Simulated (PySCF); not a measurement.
²⁹Si chemical shifts

PySCF 2.14.0 with density-fitted response routines calculation with coordinates at the GFN2-xTB level and σ from GIAO-PBE0/pcSseg-1; non-relativistic Hamiltonian, isolated molecule, rapidly exchanging positions averaged, single conformer.

Shieldings were converted by a linear fit to measured shifts: ²⁹Si (scatter 8.9 ppm rms, 25.8 ppm with the 6 outliers that the fit left out vs TMS, solution or neat liquid). Occasional misses reach two or three times the rms, and more in compound classes unlike the fitted ones.

Task: Give the ²⁹Si shifts of `C=CC(=O)O[SiH2][SiH3]`, `[SiH3]P([SiH3])[SiH3]`, `C=C(F)[C@@H]1C[C@H](F)CN1[SiH3]`, `CC1=C[SiH2][C@@H](F)[C@H](Cl)C1`, `NCC(CN)N[SiH2]N`.

Result: 
```
                                        compound                                       environment  δ (ppm)
[CH2:1]=[CH:2][C:3](=[O:4])[O:5][SiH2:6][SiH3:7]                 Si6: silicon bonded to O, Si, 2 H    -27.0
[CH2:1]=[CH:2][C:3](=[O:4])[O:5][SiH2:6][SiH3:7]                    Si7: silicon bonded to Si, 3 H   -105.3
                           [SiH3]P([SiH3])[SiH3]                     silicon bonded to P, 3 H (×3)    -71.1
                 C=C(F)[C@@H]1C[C@H](F)CN1[SiH3]                          silicon bonded to N, 3 H    -53.5
                 CC1=C[SiH2][C@@H](F)[C@H](Cl)C1  silicon bonded to 2 C, 2 H, in a 6-membered ring    -57.6
                                 NCC(CN)N[SiH2]N                        silicon bonded to 2 N, 2 H    -42.0
```

Task: Order these by ²⁹Si shift, lowest first.
A. C=C1[SiH2]N(C)C[C@@H]1C(F)F
B. [SiH3]P([SiH3])[SiH3]
C. C=C(F)[C@@H]1C[C@@H](F)CN1[SiH3]
D. C#C[SiH3]

Result: D (-87.9 ppm, silicon bonded to C, 3 H), B (-71.1 ppm, silicon bonded to P, 3 H), C (-55.1 ppm, silicon bonded to N, 3 H), A (-38.3 ppm, silicon bonded to C, N, 2 H, in a 5-membered ring).
